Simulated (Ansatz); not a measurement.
A substitution series on Ti: F to Cl

Gas-phase molecules. On one Ti centre, n of the F ligands are replaced by Cl. The mean Ti–F bond length y in Å at PBE0-D4/def2-TZVP. The shapes are optimised at that level. Programs: Ansatz 0.2.0.

| molecule | n | y (Å) |
| --- | --- | --- |
| TiF4 | 0 | 1.739 |
| TiClF3 | 1 | ? |
| TiCl2F2 | 2 | 1.733 |
| TiCl3F | 3 | 1.731 |

Fit y = c + s·n to the known rows and predict TiClF3.


1. Means of the 3 rows: n = 1.66667, y = 1.7343.
2. Σ(Δn)² = 4.6667, Σ(Δn·Δy) = -0.012667, so the slope is -0.012667/4.6667 = -0.0027143.
3. Intercept: 1.7343 − (-0.0027143) × 1.66667 = 1.7388. The largest residual of the fit is 0.0004.
4. TiClF3: 1.7388 + (-0.0027143) × 1 = 1.736 Å.

The run gave 1.736 Å, so the prediction is off by 0.000 Å: they agree to the digits shown. The steps per swap are -0.003, -0.003, -0.002 Å.
